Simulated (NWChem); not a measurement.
Molecule: MgSiH₄O; SMILES [O]([MgH])[SiH3]

```xyz
7

Mg     0.0073     1.9347     0.0062
H      0.0165     3.6232     0.0132
O     -0.0007     0.1325     0.0001
Si    -0.0003    -1.5032    -0.0006
H     -1.0809    -2.0540    -0.8838
H     -0.2244    -2.0543     1.3767
H      1.3051    -2.0531    -0.4953
```
Atoms are numbered in this order, from 1.

All runs use the structure optimised with PBE0/def2-SVP. B3LYP is NWChem's, with the RPA form of VWN correlation.

**Question.** List the 4 lowest vertical singlet excitations and the 4 lowest triplet ones from B3LYP/6-31+G* (spherical d), full TDDFT (NWChem).

**Answer.** 
```
state  energy (eV)  oscillator strength  leading excitation (squared amplitude)
-----  -----------  -------------------  --------------------------------------
S1            5.57                0.011                      HOMO → LUMO (0.98)
S2            5.57                0.011                    HOMO−1 → LUMO (0.98)
S3            6.30                0.000                    HOMO → LUMO+1 (0.31)
S4            6.30                0.000                  HOMO−1 → LUMO+1 (0.27)
T1            4.99       spin-forbidden                    HOMO−2 → LUMO (0.92)
T2            5.37       spin-forbidden                      HOMO → LUMO (0.96)
T3            5.37       spin-forbidden                    HOMO−1 → LUMO (0.96)
T4            6.04       spin-forbidden                  HOMO−2 → LUMO+2 (0.76)
```
